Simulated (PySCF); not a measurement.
SCF from a fresh guess for singlet WNF₃, at the PBE0 minimum. PySCF input:

```python
from pyscf import gto, scf, dft
mol = gto.M(atom='''
W     -0.000000    -0.006799    -0.004810
N     -0.000000    -1.354514    -0.958214
F      1.564834    -0.170082     0.986349
F     -1.564834    -0.170082     0.986349
F     -0.000000     1.395218    -1.226330''',
    basis={'W': 'def2-SVP', 'N': 'def2-SVP', 'F': 'def2-SVP'},
    ecp={'W': 'def2-SVP'},
    charge=0, spin=0)
mf = dft.RKS(mol, xc='PBE0')
mf.grids.atom_grid = (50, 194)
aux = {'W': 'def2-universal-JKFIT', 'N': 'def2-universal-JKFIT', 'F': 'def2-universal-JKFIT'}
mf = mf.density_fit(auxbasis=aux)
mf.conv_tol = 1e-08
mf.diis_space = 10
mf.max_cycle = 60
mf.init_guess = 'minao'
mf.verbose = 4
mf.kernel()
```

Excerpt of the output (cycles and frontier levels):

```
init E= -408.32975482561
  HOMO = -0.55206338351838  LUMO = -0.30536846501858  gap/eV = 6.71291
cycle= 1 E= -420.54461048063  delta_E= -12.2  |g|= 1.36  |ddm|= 7.22
  HOMO = -0.260078181389265  LUMO = -0.167598340292828  gap/eV = 2.51650
cycle= 2 E= -417.728825854653  delta_E= 2.82  |g|= 3.79  |ddm|=  3.8
  HOMO = -0.33812674062278  LUMO = -0.0462859149446873  gap/eV = 7.94139
cycle= 3 E= -420.785072695523  delta_E= -3.06  |g|= 0.699  |ddm|= 3.33
  HOMO = -0.319005839002611  LUMO = -0.083104357290164  gap/eV = 6.41921
cycle= 4 E= -420.87584192631  delta_E= -0.0908  |g|= 0.245  |ddm|= 0.662
  HOMO = -0.361938573427824  LUMO = -0.10151539430693  gap/eV = 7.08648
cycle= 5 E= -420.887394314307  delta_E= -0.0116  |g|= 0.0778  |ddm|= 0.252
  HOMO = -0.348476139747959  LUMO = -0.0908437174059394  gap/eV = 7.01054
cycle= 6 E= -420.888766700607  delta_E= -0.00137  |g|= 0.00735  |ddm|= 0.072
  HOMO = -0.348369334590642  LUMO = -0.0907793637753654  gap/eV = 7.00938
cycle= 7 E= -420.888775150176  delta_E= -8.45e-06  |g|= 0.00318  |ddm|= 0.00433
  HOMO = -0.34856474931976  LUMO = -0.0907266932903103  gap/eV = 7.01613
cycle= 8 E= -420.888777353986  delta_E= -2.2e-06  |g|= 0.000355  |ddm|= 0.00231
  HOMO = -0.348591792073482  LUMO = -0.0907329194119352  gap/eV = 7.01670
cycle= 9 E= -420.888777380349  delta_E= -2.64e-08  |g|= 5.39e-05  |ddm|= 0.000272
  HOMO = -0.348596080301467  LUMO = -0.0907329481655422  gap/eV = 7.01681
cycle= 10 E= -420.888777381096  delta_E= -7.48e-10  |g|= 3.34e-06  |ddm|= 6.83e-05
  HOMO = -0.348595386784719  LUMO = -0.0907325387555907  gap/eV = 7.01681
Extra cycle  E= -420.88877738109  delta_E= 6.59e-12  |g|= 6.56e-06  |ddm|= 8.15e-06
converged SCF energy = -420.88877738109
```

No lower solution of this spin was found by a stability analysis within the restricted form, which does not test spin polarisation.

Stability towards spin polarisation was not tested. No spin–orbit coupling is included, which matters more the heavier the element.

The search for the lowest solution, with the stability check, took 6.3 s on 2 threads of a shared Arm Neoverse N1 host, with 88 basis functions; the process peaked at 0.37 GiB. Launch command: `OMP_NUM_THREADS=2 python axn.py task.json out`.
